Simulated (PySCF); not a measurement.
CH₅ClF₂Si₂, SMILES C([Si@@]([SiH3])(F)Cl)F. Atoms are numbered in the order given.

```xyz
11

F     -1.2823    -2.1584     0.3852
C     -1.5478    -0.8019     0.5672
Si    -0.1365     0.1610    -0.2462
F     -0.4021     0.2158    -1.8526
Si     1.9357    -0.8291     0.1947
Cl    -0.2180     2.1111     0.4617
H     -1.6013    -0.5841     1.6486
H     -2.5274    -0.5556     0.1203
H      2.0143    -2.1583    -0.4713
H      3.0304     0.0551    -0.2945
H      2.0488    -0.9971     1.6718
```

Coordinates come from a B3LYP-D3(BJ)/def2-SVP optimisation. The structure was generated by enumeration; whether it is a known compound was not checked. One conformer was computed; it need not be the lowest.

Two levels are set side by side: PBE/pcSseg-1 (PySCF) and PBE0/pcSseg-1 (PySCF). GIAO shifts against CFCl3 (¹⁹F), HCl (³⁵Cl), TMS (²⁹Si), TMS (¹H), TMS (¹³C) at the same level; non-relativistic, no solvent, atoms listed together averaged. Without spin–orbit terms, shifts of atoms bonded to Cl or Br come out too high at both levels. Differences are taken from unrounded values.

```json
[
 {"quantity": "δ(¹⁹F) of F1 (ppm)", "PBE": "-321.0"},
 {"quantity": "δ(¹³C) of C2 (ppm)", "PBE": "88.5"},
 {"quantity": "δ(²⁹Si) of Si3 (ppm)", "PBE": "43.8"},
 {"quantity": "δ(¹⁹F) of F4 (ppm)", "PBE": "-174.1"},
 {"quantity": "δ(²⁹Si) of Si5 (ppm)", "PBE": "-113.1"},
 {"quantity": "δ(³⁵Cl) of Cl6 (ppm)", "PBE": "93.4"}
]
```

Problem. These are the PBE values. What does PBE0 give? (An estimate is asked for; the answer gives what the named calculation found.)

Solution. 
```
quantity                PBE0  PBE minus PBE0
--------------------  ------  --------------
δ(¹⁹F) of F1 (ppm)    -302.5           -18.4
δ(¹³C) of C2 (ppm)      84.6             3.8
δ(²⁹Si) of Si3 (ppm)    42.2             1.6
δ(¹⁹F) of F4 (ppm)    -160.8           -13.4
δ(²⁹Si) of Si5 (ppm)  -106.6            -6.4
δ(³⁵Cl) of Cl6 (ppm)    69.0            24.4
```

Rough cost on one machine, each run with all the roots and properties that it gave: PBE0 against PBE within a factor of 2.
